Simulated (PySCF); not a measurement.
# P²⁺ (phosphorus, charge +2) across methods

[Ne] 3s2 3p1, 2P determinant. All numbers are calculated (PySCF 2.14, the spin-free X2C one-electron Hamiltonian (Gaussian nucleus), in x2c-TZVPPall with one added diffuse shell each of s, p, d type (6s6p4d1f, 51 functions)).

```tsv
method	E (hartree)	mean ε 3s α (eV)	mean ε 3s β (eV)	mean ε 3p α (eV)	Σ⟨r²⟩ (bohr²)	⟨S²⟩
TPSS	-340.9929	-34.599	-33.224	-25.261	13.87	0.755
BLYP	-340.9995	-34.192	-33.161	-24.761	13.89	0.753
wB97M-V	-340.9660	-38.353	-37.081	-28.174	13.96	0.752
UHF	-340.45891	-40.157	-37.169	-29.969	14.06	0.764
LDA	-339.6857	-34.423	-33.351	-24.800	13.88	0.752
BP86	-341.0056	-34.435	-33.369	-24.999	13.84	0.753
PBE0	-340.8438	-36.013	-34.499	-26.362	13.89	0.755
PBE	-340.8171	-34.350	-33.211	-24.951	13.89	0.754
r2SCAN	-340.9370	-34.674	-33.361	-25.389	13.91	0.759
```
